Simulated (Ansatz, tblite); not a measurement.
Cost and result up the ladder for SnH2MeCl (CH₅ClSn) (8 atoms). Total charge 0; singlet. Geometry: r2SCAN-D4/def2-TZVP.

Cartesian coordinates in Å:
```
Sn -0.202 0.882 0.319
H 0.690 1.427 1.667
H -1.853 1.294 0.436
C 0.141 -1.166 -0.164
H -0.172 -1.803 0.664
H 1.203 -1.314 -0.355
H -0.427 -1.425 -1.057
Cl 0.619 2.104 -1.509
```

Ansatz on 4 threads of Arm Neoverse V2 on a shared host; xTB runs through tblite on one thread. Times are rough, summed over both states, and most runs start from the orbitals of an earlier one. PBE0-D4/def2-TZVP serves as the yardstick here, not as an exact answer. The other state is a doublet.

In the def2 sets Sn takes a core potential; there is no spin–orbit coupling. The xTB rows come from tblite. HOMO above LUMO, or a gap near zero within one spin, warns that the state may not be the lowest or that an electron is smeared out.

Raw xTB energies of ions are shifted by several eV.

```json
{"level": "GFN2-xTB", "functions": "27", "wall time": "0.007 s"}
{"level": "GFN1-xTB", "functions": "32", "wall time": "0.008 s"}
{"level": "PBE-D4/def2-TZVP", "functions": "148", "wall time": "3.3 s"}
{"level": "PBE0-D4/def2-TZVP", "functions": "148", "wall time": "7.3 s"}
{"level": "r2SCAN-D4/def2-TZVP (with forces)", "functions": "148", "wall time": "8.7 s"}
```

Problem. Estimate what each level gives for the vertical IE (eV).

Solution. 
| level | vertical IE (eV) | difference from PBE0-D4/def2-TZVP (eV) | remarks |
| --- | --- | --- | --- |
| GFN2-xTB | 14.27 | 3.92 | – |
| GFN1-xTB | 14.95 | 4.60 | – |
| PBE-D4/def2-TZVP | 10.01 | -0.34 | gap within one spin near zero (+1 doublet) |
| PBE0-D4/def2-TZVP | 10.35 | 0.00 | – |
| r2SCAN-D4/def2-TZVP (with forces) | 10.17 | -0.18 | – |
